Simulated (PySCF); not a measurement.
Structure with atom numbers: `[OH:1][B:2]([OH:3])[B:4]1[CH2:5][CH2:6][CH2:7][CH2:8][CH2:9]1`; H(Xn) means a hydrogen on atom n.

Geometry: PBE0-D3(BJ)/def2-SVP; GIAO absolute shieldings from PySCF 2.14, gas phase, non-relativistic, averaged over equivalent atoms.

At PBE0/pcSseg-1 (213 basis functions, 2.6 min wall time (2.3 min CPU) on 1 thread of an Intel Xeon, shared host):
```tsv
atoms	σ (ppm)
O1/O3	195.6
B4	6.0
B2	74.3
C5/C9	149.5
C7	154.4
C6/C8	158.5
H(O1)/H(O3)	28.22
H(C5)/H(C9)	29.65
H(C6)/H(C8)	29.74
H(C7)	29.81
```

Task: What do these become at HF/pcSseg-1?

Result: 
```json
{"atoms": "O1/O3", "σ at HF/pcSseg-1": "224.0", "change": "+28.4"}
{"atoms": "B4", "σ at HF/pcSseg-1": "25.6", "change": "+19.6"}
{"atoms": "B2", "σ at HF/pcSseg-1": "85.4", "change": "+11.1"}
{"atoms": "C5/C9", "σ at HF/pcSseg-1": "163.1", "change": "+13.6"}
{"atoms": "C7", "σ at HF/pcSseg-1": "164.2", "change": "+9.8"}
{"atoms": "C6/C8", "σ at HF/pcSseg-1": "168.4", "change": "+9.9"}
{"atoms": "H(O1)/H(O3)", "σ at HF/pcSseg-1": "28.68", "change": "+0.46"}
{"atoms": "H(C5)/H(C9)", "σ at HF/pcSseg-1": "30.49", "change": "+0.84"}
{"atoms": "H(C6)/H(C8)", "σ at HF/pcSseg-1": "30.37", "change": "+0.63"}
{"atoms": "H(C7)", "σ at HF/pcSseg-1": "30.42", "change": "+0.61"}
```

The largest change is at O1/O3 (oxygen bonded to B, H). Cost: 213 basis functions, 54 s wall time on 1 thread of an Intel Xeon, shared host. The order of the carbon signals is the same at both levels.

A carbon bonded to boron is broadened by the quadrupolar boron nucleus and is often missing from a measured spectrum.
